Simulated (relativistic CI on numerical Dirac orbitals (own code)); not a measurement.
**Hyperfine structure of Tl XXIX, mass number 203**

Method of calculation: Dirac-Coulomb-Breit CI, orbitals from a KLI potential per configuration, model QED, unscaled Slater integrals (own radial code, finite nucleus).

CI space (outside the closed core [Ar] 3d10 4p6 4d10): 4s2 4f7, 4s2 4f6 5s, 4s2 4f5 5s2, 4s 4f8, 4f9. Levels of other configurations are missing.

Nuclear spin I = 1/2, μ = 1.616 μN (tables of Stone and Pyykkö). The electronic factors are computed for point nuclear moments, without core polarisation or the Bohr-Weisskopf and QED corrections.

| Level | E (cm⁻¹) | A (MHz) |
| --- | --- | --- |
| 4s2 4f7 6P°_3/2 | 91557.5 | -3762 |
| 4s2 4f7 6I°_17/2 | 93381.9 | 11470 |
| 4s2 4f7 6I°_11/2 | 98541.6 | 11920 |
| 4s2 4f7 6I°_13/2 | 102004.0 | 11500 |
| 4s2 4f7 6I°_15/2 | 103226.7 | 11030 |

Levels with J = 0, under 50 % of one LS term, or S terms without an open s electron are left out. Small factors come from cancelling terms and can be off by tens of per cent or more.

At this charge energies of transitions that change n are usually good to better than 1 %, and those within a shell (Δn = 0) to a few per cent. Terms inside the open d or f shell come out 10 to 20 % too wide with unscaled integrals.

Problem. Give the hyperfine levels of 4s2 4f7 6I°_17/2 relative to its centre of gravity.

Solution. With K = F(F + 1) − I(I + 1) − J(J + 1), E = AK/2: F = 8: -54500, F = 9: 48760 MHz.

LS names give the leading component of a level, which can be under half, so a name can repeat, a term be missing and a line seem to break the LS rules.
